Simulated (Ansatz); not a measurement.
C2H9ClOSi2, SMILES OCC[Si@H]([SiH3])Cl.

Geometry: PBE0-D3(BJ)/def2-SVP. The structure was generated by enumeration; whether it is a known compound was not checked. The values are those of a single conformer.

Two levels are set side by side: PBE/def2-SVPD (Ansatz, a quantum-chemistry and plane-wave program) and PBE0/def2-SVPD (Ansatz). Energy differences of separate SCF runs at the same geometry; the states with an electron removed or added have multiplicity 2 and 2. Differences are taken from unrounded values.

```json
[
 {"quantity": "vertical ionisation energy (eV)", "PBE0": "9.44", "PBE": "8.94", "PBE minus PBE0": "-0.50"},
 {"quantity": "vertical singlet–triplet gap (eV)", "PBE0": "5.64", "PBE": "5.26", "PBE minus PBE0": "-0.37"}
]
```
